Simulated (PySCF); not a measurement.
Species: C3H6F2Ge.
SMILES with atom numbers: `[F:1][C@@H:2]1[CH2:3][C@H:4]([F:5])[GeH2:6]1` (hydrogens: H7 on C2; H8, H9 on C3; H10 on C4; H11, H12 on Ge6)

Method: PBE0-D3(BJ)/def2-SVP geometry optimisation, gas phase in PySCF; density fitting, grid level 1; the optimiser is geomeTRIC in internal coordinates, started from a GFN2-xTB structure with every atom displaced at random (about 0.01 Å).

Step 0: E = -65129.7850 eV
```
atom  x, y, z in Å  |  force x, y, z in eV/Å
F1      1.0558    2.0430    0.5337    0.069   0.544   0.264
C2      0.7723    0.9394   -0.2113   -0.046   0.066   0.356
C3     -0.7408    0.7288   -0.4378    1.295  -1.062   1.523
C4     -0.8041   -0.8125   -0.2429   -1.664   0.514   0.526
F5     -1.9637   -1.1794    0.4367    0.415   0.007   0.019
Ge6     0.9208   -0.8268    0.7359   -0.172   0.311  -0.616
H7      1.3436    1.0310   -1.1402    0.104  -0.227  -0.320
H8     -1.0921    1.0991   -1.3709   -0.650   0.464  -1.111
H9     -1.2714    1.2129    0.4084    0.057  -0.154  -0.284
H10    -0.8717   -1.3385   -1.1892    0.448  -0.322  -0.573
H11     0.7817   -0.7477    2.2380   -0.129   0.122   0.394
H12     2.0009   -1.8258    0.3706    0.275  -0.260  -0.178
```

Step 1: E = -65129.8204 eV
```
atom  x, y, z in Å  |  force x, y, z in eV/Å
F1      1.0021    2.0893    0.5419    0.064  -0.225  -0.093
C2      0.7992    0.9295   -0.1774    0.076   0.439  -0.193
C3     -0.6859    0.6910   -0.4471   -0.826   0.081  -0.320
C4     -0.8734   -0.8119   -0.1964   -0.178   0.246  -0.337
F5     -2.0600   -1.0995    0.4302    0.341  -0.131  -0.058
Ge6     0.8715   -0.8378    0.7593    0.559  -0.008   0.168
H7      1.4245    0.9962   -1.0955   -0.166  -0.167   0.281
H8     -1.1641    1.0182   -1.4037    0.569   0.081   0.292
H9     -1.2197    1.2355    0.3459   -0.060  -0.028   0.165
H10    -0.8291   -1.3434   -1.1649   -0.068  -0.241   0.209
H11     0.8283   -0.8269    2.3053   -0.039   0.059  -0.224
H12     2.0379   -1.7169    0.2334   -0.273  -0.105   0.110
```

Step 2: E = -65129.8979 eV
```
atom  x, y, z in Å  |  force x, y, z in eV/Å
F1      1.0133    2.0900    0.5381    0.040  -0.087  -0.058
C2      0.7873    0.9401   -0.1816   -0.048   0.232   0.134
C3     -0.7062    0.7054   -0.4448   -0.217  -0.027  -0.024
C4     -0.8638   -0.8088   -0.2116   -0.012   0.142  -0.163
F5     -2.0241   -1.1388    0.4291   -0.024  -0.055   0.094
Ge6     0.8829   -0.8246    0.7547    0.224   0.028  -0.080
H7      1.4032    0.9915   -1.0948   -0.040  -0.085  -0.024
H8     -1.1228    1.0784   -1.3986    0.156  -0.007   0.040
H9     -1.2473    1.2300    0.3623    0.012  -0.095   0.020
H10    -0.8161   -1.3826   -1.1531    0.021   0.003   0.004
H11     0.8310   -0.7944    2.2863   -0.050   0.050   0.011
H12     1.9936   -1.7629    0.2451   -0.062  -0.099   0.047
```

Question: Estimate the geometry and energy of step 3. (The exact step hangs on the optimiser's Hessian estimate; all steps are aligned on step 2, rigid shifts and turns removed.)

Answer: E = -65129.9122 eV, largest force 0.161 eV/Å
```
atom  x, y, z in Å  |  force x, y, z in eV/Å
F1      1.0243    2.0946    0.5339    0.011  -0.044  -0.057
C2      0.7821    0.9492   -0.1821   -0.029   0.088   0.132
C3     -0.7140    0.7092   -0.4394    0.015   0.023   0.071
C4     -0.8568   -0.8045   -0.2217    0.063  -0.025  -0.008
F5     -2.0059   -1.1565    0.4307   -0.048  -0.007   0.032
Ge6     0.8929   -0.8156    0.7497    0.054  -0.037  -0.097
H7      1.3845    0.9887   -1.1034   -0.008  -0.026  -0.058
H8     -1.1053    1.0995   -1.3915   -0.024   0.004  -0.047
H9     -1.2615    1.2103    0.3767    0.001  -0.019   0.001
H10    -0.8032   -1.3821   -1.1602    0.000   0.038  -0.025
H11     0.8255   -0.7684    2.2801   -0.044   0.036   0.019
H12     1.9687   -1.8010    0.2582    0.008  -0.032   0.037
```

The energy changes by -0.0143 eV. The first-order estimate −F·Δx gives -0.0235 eV and the mean of the old and new forces, exact on a quadratic surface, -0.0142 eV. The step makes an angle of 59° with the force vector and moves no atom by more than 0.047 Å.

What follows is the cost of the whole optimisation. The run took 89 s wall on one thread, Arm Neoverse V1 (aarch64), shared host, and the process peaked at 0.51 GiB of memory.
